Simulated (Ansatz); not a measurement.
A made-up structure of CH3ClIn (charge +1), closed shell:

```csv
atom,x (Å),y (Å),z (Å)
Cl1,-1.8421,-1.4188,-0.2572
C2,-0.2798,-1.0030,-0.1401
In3,0.4906,1.1624,0.1692
H4,0.3597,-1.8911,-0.2281
H5,-1.6513,-2.7286,-0.1264
H6,0.5703,1.3685,1.8398
```

It is relaxed with PBE-D4/def2-SVP and then PBE0-D4/def2-TZVP (Ansatz 0.2.0). Atoms count as bonded within 1.22 times the sum of their covalent radii (H–H: 0.88 Å). The end point is not checked to be a true minimum.

(1) Does its bonding change? (A judgement: the text doesn't fix the answer.)

Answers

(1) The calculation gives: No: no bond forms or breaks.

Where it ends: The first stage lowers the energy by 1.77 eV in 19 steps. It ends as CH₃ClIn ([ClH][CH][InH]), total charge +1:
Cl1  (-1.670, -1.611, -0.661)
C2  (-0.119, -1.098, -0.210)
In3  (0.257, 0.543, 0.848)
H4  (0.655, -1.752, -0.586)
H5  (-2.107, -2.525, 0.197)
H6  (0.632, 1.933, 1.668)
(Å)

Labels in which every atom is bracketed show which atoms are joined, not bond orders.

For scale, one of the runs: PBE0-D4/def2-TZVP relaxation, 136 basis functions, launched by `ansatz run in.yaml --threads 2 --pin off --events-out ev --progress --plain --max-ram 4352MiB`. The run took about 10 s on 2 CPU threads of an AMD EPYC 9R45 (shared host).
